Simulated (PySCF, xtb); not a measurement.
CH2ClFO2Si, SMILES [Si@@H](Cl)(F)OC=O.

GFN2-xTB run with xtb at its own geometry gives an orbital gap of 4.71 eV and a dipole moment of 2.91 D.

The structure is a stationary point at B3LYP-D3(BJ)/def2-SVP. The structure was generated by enumeration; whether it is a known compound was not checked. The values are those of a single conformer.

Problem. What does PySCF with PBE/def2-TZVP give? (An estimate is asked for; the answer gives what the named calculation found.)

Solution. gap 5.16 eV (levels -7.14 and -1.98 eV), dipole 2.50 D.
